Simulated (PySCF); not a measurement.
## Deuteron quadrupole couplings in `[SiH3]c1cscp1`

Species: C3H5PSSi.
Structure used (GFN2-xTB), in Å, numbered top down from 1:
```
atom  x, y, z in Å
Si1   -2.0043    0.1635   -0.0607
C2    -0.1190    0.0651   -0.0483
C3     0.5666   -0.8754    0.6423
S4     2.2822   -0.8511    0.5686
C5     2.3457    0.5135   -0.4674
P6     0.8807    1.2267   -0.9610
H7    -2.5167   -0.9238    0.7757
H8    -2.4714    0.0180   -1.4403
H9    -2.4082    1.4636    0.4774
H10    0.1246   -1.6503    1.2437
H11    3.3251    0.8529   -0.7561
```

Level: PBE0/pcSseg-1 (PySCF, non-relativistic); Q(2H) = 0.00286 b; rigid geometry, the same for H and D, with no vibrational averaging.

Problem. Rank these positions by the coupling χzz of a deuteron there, largest first.
A. H10 (aromatic hydrogen)
B. H11 (aromatic hydrogen)
C. H9 (Si–H hydrogen)

Solution. B (230 kHz), A (225 kHz), C (109 kHz).

Problem. Give the electric field gradient Vzz (the principal value of largest size), its asymmetry and the 2H coupling at each hydrogen.

Solution. 
```tsv
atom	bonded to	bond length (Å)	Vzz (au)	η	χzz (kHz)
H7	Si1	1.464	0.1617	0.02	109
H8	Si1	1.464	0.1618	0.01	109
H9	Si1	1.464	0.1618	0.01	109
H10	C3	1.076	0.3353	0.09	225
H11	C5	1.076	0.3415	0.09	230
```

Problem. Average by the element that carries the hydrogen.

Solution. on Si: 109 kHz over 3 positions, mean bond length 1.464 Å; on C: 227 kHz over 2 positions, mean bond length 1.076 Å.

Problem. Give the 2H NMR doublet splittings at H10 for a magnetic field along the z, y and x axes of the gradient: 3χ/2, 3χ(1 + η)/4, 3χ(1 − η)/4.

Solution. With |χ| = 225.4 kHz and η = 0.089: 338, 184 and 154 kHz, to first order and without motion.

Geometry: GFN2-xTB; no solvent, vibrations or thermal averaging. GFN2-xTB bond lengths can be off by several hundredths of an ångström, more for odd bonds, and the gradients follow them. These gradients aren't converged with respect to the basis.
